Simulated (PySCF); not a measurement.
CH7BNSi, C2H6BO, CH6AlBN (calculated)

All values are calculated (PySCF 2.14.0). Calculation on a computer-drawn molecule: optimised geometry and harmonic frequencies of an isolated molecule of the commonest isotopes, restricted reference for singlets and unrestricted otherwise, frozen core in MP2.

Common to all runs: charge 0; multiplicity 2; method HF.

(1) CH7BNSi

Start structure:
```xyz
11
CH7BNSi
C      0.3329    -1.7972     1.0110
B     -0.2350    -1.9074    -0.2867
N      0.3190    -1.2905    -1.4845
Si     1.8327    -0.4269    -1.5530
H     -0.1394    -2.3407     1.8963
H      1.2394    -1.3630     1.3128
H     -1.2388    -2.4693    -0.5811
H     -0.0933    -1.4032    -2.3205
H      3.0199    -1.2602    -1.0960
H      2.0440    -0.0565    -2.8799
H      1.7748     0.7426    -0.6851
```

- basis: cc-pV(D+d)Z
- rotational constants: 12.59, 3.417, 2.773 GHz
- total energy: -410.0477 hartree
- spin squared: 0.7599
- convergence status largest gradient component: 8.865e-06 hartree/bohr

Drawn bonds:
```
atom  other atom  order
   1           2      1
   2           3      1
   3           4      1
   1           5      1
   1           6      1
   2           7      1
   3           8      1
   4           9      1
   4          10      1
   4          11      1
```

Optimised structure:
```xyz
11
CH7BNSi
C      0.3225    -1.8606     1.0819
B     -0.2665    -1.9186    -0.3543
N      0.3735    -1.3151    -1.4665
Si     1.8663    -0.4162    -1.5450
H     -0.1788    -2.3280     1.9233
H      1.2531    -1.3624     1.3433
H     -1.3067    -2.4957    -0.5445
H     -0.1046    -1.4220    -2.3414
H      3.0226    -1.2361    -1.1203
H      2.0507    -0.0069    -2.9550
H      1.8241     0.7894    -0.6882
```

Modes:
```
frequency (cm⁻¹)  reduced mass (dalton)
           74.75                  1.072
           173.6                  3.434
           179.6                  1.411
           307.3                  1.474
           457.2                  2.192
           578.6                  1.128
           699.4                   1.34
           700.8                  2.045
           776.3                  1.172
           812.6                  1.798
           895.8                  1.827
           956.3                  1.482
            1025                  1.051
            1045                  1.105
            1060                  1.392
            1062                  1.464
            1145                  1.234
            1402                  1.662
            1456                  2.347
            1565                  1.263
            2307                  1.051
            2314                  1.051
            2326                  1.019
            2668                  1.095
            3265                  1.058
            3354                  1.111
            3806                  1.075
```

(2) C2H6BO

Start structure:
```xyz
10
C2H6BO
C     -0.4981    -0.8031    -1.5793
B      0.8897    -0.1951    -1.4155
O      1.2586     1.1054    -1.8091
C      0.3432     2.0488    -2.2976
H     -1.3392    -0.2987    -1.9729
H     -0.7794    -1.7867    -1.2200
H      1.7368    -0.8215    -0.9414
H      0.9352     2.9201    -2.5577
H     -0.0454     1.6302    -3.2970
H     -0.5430     2.1991    -1.6791
```

* basis: cc-pVDZ
* rotational constants: 17.17, 5.737, 4.42 GHz
* total energy: -178.7861 hartree
* spin squared: 0.7586
* convergence status largest gradient component: 6.973e-06 hartree/bohr

Drawn bonds:
```
atom  other atom  order
   1           2      1
   2           3      1
   3           4      1
   1           5      1
   1           6      1
   2           7      1
   4           8      1
   4           9      1
   4          10      1
```

Optimised structure:
```xyz
10
C2H6BO
C     -0.5268    -0.7836    -1.5648
B      0.8944    -0.1758    -1.4051
O      1.2335     1.0799    -1.7736
C      0.3437     1.9993    -2.3496
H     -1.3795    -0.2600    -1.9873
H     -0.7390    -1.7999    -1.2484
H      1.7808    -0.8319    -0.9265
H      0.8944     2.9186    -2.5385
H     -0.0542     1.6296    -3.2968
H     -0.4888     2.2223    -1.6791
```

Modes:
```
frequency (cm⁻¹)  reduced mass (dalton)
           119.5                  1.056
           224.9                  1.244
           260.2                  2.717
           343.4                  1.784
           514.2                  2.366
           680.2                  1.215
           852.8                  2.054
           929.3                  1.636
            1019                  2.264
            1080                  2.079
            1271                  1.281
            1278                  2.043
            1292                  1.352
            1442                  3.376
            1561                  1.263
            1600                  1.077
            1608                  1.045
            1611                  1.218
            2696                  1.095
            3182                  1.034
            3254                  1.107
            3276                  1.057
            3287                  1.104
            3362                  1.113
```

(3) CH6AlBN

Start structure:
```xyz
10
CH6AlBN
C     -0.7597    -1.7022     0.4155
B      0.3733    -0.7319     0.1470
N     -0.0396     0.6119     0.5385
Al    -1.6830     0.7959     1.2850
H     -1.6769    -1.4135     0.8613
H     -0.6793    -2.7859     0.2098
H      1.3835    -0.9733    -0.2644
H      0.6448     1.3302     0.4953
H     -1.9502     0.6700     2.7830
H     -2.8952     1.1202     0.3494
```

* basis: cc-pV(D+d)Z
* rotational constants: 13.66, 3.327, 2.675 GHz
* total energy: -362.4523 hartree
* spin squared: 0.7602
* convergence status largest gradient component: 3.53e-05 hartree/bohr

Drawn bonds:
```
atom  other atom  order
   1           2      1
   2           3      1
   3           4      1
   1           5      1
   1           6      1
   2           7      1
   3           8      1
   4           9      1
   4          10      1
```

Optimised structure:
```xyz
10
CH6AlBN
C     -0.7499    -1.9543     0.0278
B      0.2438    -0.7850     0.2766
N     -0.1416     0.4572     0.8569
Al    -1.7134     1.0895     1.4589
H     -1.8084    -1.9209     0.2711
H     -0.4236    -2.8903    -0.4150
H      1.4002    -0.9361    -0.0375
H      0.6316     1.0949     0.9415
H     -1.7037     2.5546     2.0440
H     -3.0173     0.2118     1.3962
```

Modes:
```
frequency (cm⁻¹)  reduced mass (dalton)
           160.7                  1.569
             180                  3.514
           181.3                   1.11
           307.4                  1.324
           415.3                  1.838
           589.2                  1.516
           644.1                  1.121
           670.4                  1.195
           711.9                  3.352
           755.7                  1.304
             849                   1.12
           886.5                  1.782
           970.7                  1.481
            1039                  2.049
            1143                  1.258
            1392                  1.466
            1417                  3.111
            1561                   1.26
            2000                  1.048
            2020                  1.037
            2643                  1.093
            3270                  1.057
            3355                  1.112
            3765                  1.074
```

(4) C2H6BO

Start structure:
```xyz
10
C2H6BO
C      0.3671     0.7615    -1.3268
C      0.3045     0.6894     0.2056
B     -0.3616    -0.7173     0.6680
O     -0.8265    -1.6786    -0.1364
H     -0.5245     1.1585    -1.8349
H      1.1017     0.4384    -1.8422
H     -0.2895     1.4412     0.6277
H      1.2768     0.7160     0.5838
H     -0.4622    -1.0003     1.8498
H     -0.7169    -1.4466    -1.0422
```

* basis: cc-pVDZ
* rotational constants: 15.51, 5.397, 4.221 GHz
* total energy: -178.7947 hartree
* spin squared: 0.7629
* convergence status largest gradient component: 2.373e-05 hartree/bohr

Drawn bonds:
```
atom  other atom  order
   1           2      1
   2           3      1
   3           4      1
   1           5      1
   1           6      1
   2           7      1
   2           8      1
   3           9      1
   4          10      1
```

Optimised structure:
```xyz
10
C2H6BO
C      0.3304     0.8131    -1.3205
C      0.2698     0.6225     0.1662
B     -0.3617    -0.7407     0.6955
O     -0.8312    -1.7131    -0.1113
H     -0.5031     1.2400    -1.8658
H      1.1826     0.4717    -1.8963
H     -0.3000     1.4352     0.6355
H      1.2736     0.6946     0.6047
H     -0.4406    -0.9495     1.8773
H     -0.7511    -1.5115    -1.0328
```

Modes:
```
frequency (cm⁻¹)  reduced mass (dalton)
           122.2                  1.084
           131.8                  1.494
           223.3                  2.297
           315.6                  1.589
           555.5                  1.203
           617.9                  3.833
           762.3                  1.181
           822.7                  2.773
             914                  1.125
            1082                  1.683
            1088                  1.451
            1124                  1.716
            1250                  1.359
            1343                   1.19
            1356                  1.693
            1439                  5.045
            1525                  1.102
            1568                  1.201
            2693                  1.095
            3145                  1.062
            3179                  1.098
            3278                  1.052
            3383                  1.119
            4137                  1.066
```
